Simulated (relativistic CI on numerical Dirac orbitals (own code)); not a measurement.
Level scheme of Pr49+

These numbers are calculated, not measured: Dirac-Coulomb-Breit CI, separate exchange-only KLI orbitals for each configuration, model QED (radiative potential, 1s self-energy scaled to tabulated hydrogen-like ionisation energies), unscaled Slater integrals (own radial code, finite nucleus).

CI space (outside the closed core 1s2): 2s²2p⁶, 2s²2p⁵3s, 2s²2p⁵3p, 2s²2p⁵3d, 2s2p⁶3s, 2s2p⁶3p, 2s2p⁶3d, 2s²2p⁵4s, 2s²2p⁵4p, 2s²2p⁵4d, 2s²2p⁵4f, 2s2p⁶4s, 2s²2p⁴3s², 2s2p⁶4p, 2s2p⁶4d, 2s2p⁶4f, 2s²2p⁴3s3p, 2s²2p⁵5s, 2s²2p⁵5p, 2s²2p⁵5d, 2s²2p⁵5f, 2s²2p⁵5g, 2s²2p⁴3s3d, 2s²2p⁴3p², 2s²2p⁴3p3d, 2s2p⁵3s², 2s²2p⁴3d², 2s2p⁵3s3p, 2s2p⁵3s3d, 2s2p⁵3p², 2s2p⁶5s, 2s2p⁶5p, 2s2p⁶5d, 2s2p⁶5f, 2s2p⁶5g, 2s2p⁵3p3d. Levels of other configurations are missing.

| No. | Configuration | Term | J | E (Ry) | % | Landé g | jj configuration (%) |
| --- | --- | --- | --- | --- | --- | --- | --- |
| 1 | 2s²2p⁶ | ¹S | 0 | 0.000 | 100 |  | closed (100) |
| 2 | 2s²2p⁵3s | ³P° | 2 | 375.961 | 100 | 1.482 | 2p3/2^3 3s (100) |
| 3 | 2s²2p⁵3s | ¹P° | 1 | 376.420 | 66 | 1.147 | 2p3/2^3 3s (100) |
| 4 | 2s²2p⁵3p | ³P | 1 | 383.713 | 49 | 1.518 | 2p3/2^3 3p1/2 (100) |
| 5 | 2s²2p⁵3p | ³D | 2 | 383.884 | 51 | 1.147 | 2p3/2^3 3p1/2 (100) |
| 6 | 2s²2p⁵3p | ³D | 3 | 393.416 | 100 | 1.319 | 2p3/2^3 3p3/2 (100) |
| 7 | 2s²2p⁵3p | ¹P | 1 | 393.419 | 57 | 1.288 | 2p3/2^3 3p3/2 (100) |
| 8 | 2s²2p⁵3p | ³P | 2 | 394.109 | 67 | 1.320 | 2p3/2^3 3p3/2 (100) |
| 9 | 2s²2p⁵3p | ¹S | 0 | 397.108 | 58 |  | 2p3/2^3 3p3/2 (99) |
| 10 | 2s²2p⁵3d | ³P° | 0 | 402.221 | 100 |  | 2p3/2^3 3d3/2 (100) |
| 11 | 2s²2p⁵3d | ³P° | 1 | 402.732 | 72 | 1.209 | 2p3/2^3 3d3/2 (94) |
| 12 | 2s²2p⁵3d | ³F° | 3 | 402.956 | 55 | 1.054 | 2p3/2^3 3d3/2 (100) |
| 13 | 2s²2p⁵3d | ³D° | 2 | 403.331 | 56 | 1.082 | 2p3/2^3 3d3/2 (99) |
| 14 | 2s²2p⁵3d | ³F° | 4 | 404.924 | 100 | 1.237 | 2p3/2^3 3d5/2 (100) |
| 15 | 2s²2p⁵3d | ¹D° | 2 | 405.285 | 51 | 1.177 | 2p3/2^3 3d5/2 (99) |
| 16 | 2s²2p⁵3d | ³D° | 3 | 405.854 | 70 | 1.224 | 2p3/2^3 3d5/2 (100) |
| 17 | 2s²2p⁵3d | ¹P° | 1 | 407.531 | 61 | 0.948 | 2p3/2^3 3d5/2 (92) |
| 18 | 2s²2p⁵3s | ³P° | 0 | 412.444 | 100 |  | 2p1/2 2p3/2^4 3s (100) |
| 19 | 2s²2p⁵3s | ³P° | 1 | 412.697 | 65 | 1.306 | 2p1/2 2p3/2^4 3s (99) |
| 20 | 2s²2p⁵3p | ³D | 1 | 420.113 | 73 | 0.647 | 2p1/2 2p3/2^4 3p1/2 (100) |
| 21 | 2s²2p⁵3p | ³P | 0 | 422.709 | 58 |  | 2p1/2 2p3/2^4 3p1/2 (99) |
| 22 | 2s²2p⁵3p | ³P | 1 | 429.901 | 50 | 1.491 | 2p1/2 2p3/2^4 3p3/2 (98) |
| 23 | 2s²2p⁵3p | ³D | 2 | 430.167 | 49 | 1.153 | 2p1/2 2p3/2^4 3p3/2 (100) |
| 24 | 2s2p⁶3s | ³S | 1 | 438.333 | 98 | 1.976 | 2s 3s (98) |
| 25 | 2s²2p⁵3d | ³F° | 2 | 439.370 | 74 | 0.755 | 2p1/2 2p3/2^4 3d3/2 (100) |
| 26 | 2s2p⁶3s | ¹S | 0 | 439.878 | 100 |  | 2s 3s (100) |
| 27 | 2s²2p⁵3d | ³D° | 1 | 440.738 | 47 | 0.837 | 2p1/2 2p3/2^4 3d3/2 (98) |
| 28 | 2s²2p⁵3d | ³P° | 2 | 441.699 | 46 | 1.278 | 2p1/2 2p3/2^4 3d5/2 (100) |
| 29 | 2s²2p⁵3d | ³F° | 3 | 441.918 | 43 | 1.101 | 2p1/2 2p3/2^4 3d5/2 (100) |
| 30 | 2s2p⁶3p | ³P° | 0 | 446.074 | 100 |  | 2s 3p1/2 (100) |
| 31 | 2s2p⁶3p | ³P° | 1 | 446.264 | 68 | 1.318 | 2s 3p1/2 (98) |
| 32 | 2s2p⁶3p | ³P° | 2 | 455.844 | 100 | 1.487 | 2s 3p3/2 (100) |
| 33 | 2s2p⁶3p | ¹P° | 1 | 456.183 | 69 | 1.152 | 2s 3p3/2 (100) |
| 34 | 2s2p⁶3d | ³D | 1 | 464.970 | 100 | 0.495 | 2s 3d3/2 (100) |
| 35 | 2s2p⁶3d | ³D | 2 | 465.262 | 80 | 1.120 | 2s 3d3/2 (95) |
| 36 | 2s2p⁶3d | ³D | 3 | 467.203 | 100 | 1.323 | 2s 3d5/2 (100) |
| 37 | 2s2p⁶3d | ¹D | 2 | 468.136 | 80 | 1.029 | 2s 3d5/2 (95) |
| 38 | 2s²2p⁵4s | ³P° | 2 | 518.269 | 100 | 1.483 | 2p3/2^3 4s (100) |
| 39 | 2s²2p⁵4s | ¹P° | 1 | 518.425 | 66 | 1.143 | 2p3/2^3 4s (100) |
| 40 | 2s²2p⁵4p | ³P | 1 | 521.486 | 49 | 1.511 | 2p3/2^3 4p1/2 (100) |
| 41 | 2s²2p⁵4p | ³D | 2 | 521.537 | 50 | 1.148 | 2p3/2^3 4p1/2 (100) |
| 42 | 2s²2p⁵4p | ³D | 3 | 525.451 | 100 | 1.321 | 2p3/2^3 4p3/2 (100) |
| 43 | 2s²2p⁵4p | ¹P | 1 | 525.465 | 57 | 1.289 | 2p3/2^3 4p3/2 (100) |
| 44 | 2s²2p⁵4p | ³P | 2 | 525.706 | 67 | 1.322 | 2p3/2^3 4p3/2 (100) |
| 45 | 2s²2p⁵4p | ¹S | 0 | 526.748 | 64 |  | 2p3/2^3 4p3/2 (100) |

Energies count from the lowest computed level; ° marks odd parity. Filled j subshells are mostly left out of the jj labels.

The mean weight of the leading LS term, summed over parents, in these 45 levels is 73 %, and that of the leading jj configuration (from the same eigenvectors) 99 %, so jj coupling describes them better and the LS labels are nominal.

At this charge energies of transitions that change n are usually good to better than 1 %, and those within a shell (Δn = 0) to a few per cent.

LS names give the leading component of a level, which can be under half, so a name can repeat, a term be missing and a line seem to break the LS rules.
